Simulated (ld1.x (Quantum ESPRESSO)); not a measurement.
# Configuration tests for bromine (Br) (RRKJ)

bromine, norm-conserving RRKJ (Kleinman–Bylander form), made with ld1.x (Quantum ESPRESSO) 7.5 (LDA (PZ), scalar-relativistic). Core [Ar] 3d10, reference 4s1.5 4p5.5. Waves: 4s (bound): rc 1.30 bohr; 4p (bound): rc 1.55 bohr; 4d channel at -0.15 Ry: rc 1.30 bohr. Local part: all-electron potential smoothed inside 1.10 bohr (lloc = -1). Core correction: none. rho0 = 0.01.

Energies are relative to the spin-unpolarised reference configuration 4s1.5 4p5.5; without spin polarisation the order of configurations can differ from experiment. Spin-polarised rows fill each open shell by Hund’s rule, majority spin first.

```tsv
valence configuration	charge	ΔE all-electron (eV)	error AE − PS (meV)
4s2 4p5	0	-6.183	+1.2
4s2 4p4	+1	6.525	+1.1
4s2 4p2	+3	63.690	+57
4s2 4p4.5	+0.5	-1.034	+0.3
4s1 4p5	+1	19.568	+6.3
4s1 4p6	0	6.235	+0.6
4s2 4p5 (spin-polarised)	0	-6.335	+23
```

(1) What are ΔE and the potential's error for 4s2 4p3?

(2) What are ΔE and the potential's error for 4s1.5 4p5.5 (spin-polarised)?

Note: ghost state, extra bound levels that the all-electron valence spectrum of the same l lacks: s at -57.2 eV. A true bound ghost makes a file unfit for plane-wave use.

Results:

(1) ΔE = 29.469 eV all-electron; the error (AE − PS) is +14 meV.

(2) ΔE = -0.175 eV all-electron; the error (AE − PS) is +46 meV.
